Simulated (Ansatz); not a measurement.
Geometry optimisation, RKS B3LYP/def2-SVP (Ansatz 0.2.0).

input.yaml

```yaml
crystal:
  periodic: [false, false, false]
  atoms:
    - { symbol: "N", position_ang: [-0.18231, -0.65491, -1.57238] }
    - { symbol: In, position_ang: [-0.12796, 0.0237, 0.3589] }
    - { symbol: O, position_ang: [0.23391, 1.80592, 1.02562] }
    - { symbol: F, position_ang: [-0.60363, -1.14741, 1.86673] }
    - { symbol: H, position_ang: [-0.00348, -1.65544, -1.57321] }
    - { symbol: H, position_ang: [0.57451, -0.20599, -2.08222] }
    - { symbol: H, position_ang: [0.10895, 1.83414, 1.97656] }
basis:
  gaussian: { orbitals: def2-SVP }
hamiltonian:
  xc: b3lyp
relax:
  f_tol: 0.015
  max_steps: 40
```

Command:

```bash
$ ansatz run input.yaml --threads 1 --pin off --max-ram 2048MiB --backend cpu --events-out ev --progress --plain --runs-dir out
```

Question: Where does it end, and by what steps?

Answer: The run converged. After 5 steps the energy has fallen by 0.064 eV; F4 moved furthest, 0.11 Å.

```csv
step,energy less start (eV),largest force component (eV/Å),accepted
0,0.0000,1.219,yes
1,-0.0580,0.195,yes
2,-0.0631,0.138,yes
3,-0.0640,0.062,yes
4,-0.0640,0.029,yes
5,-0.0642,0.006,yes
```

```xyz
7
Properties=species:S:1:pos:R:3
N -0.147 -0.672 -1.523
In -0.095 -0.003 0.397
O 0.252 1.859 1.033
F -0.667 -1.230 1.834
H 0.021 -1.676 -1.594
H 0.512 -0.195 -2.138
H 0.124 1.917 1.991
```

The run took 12 s on 1 thread of AMD EPYC 9R45 96-Core Processor (Zen 5) (shared host), peak memory 0.19 GiB.
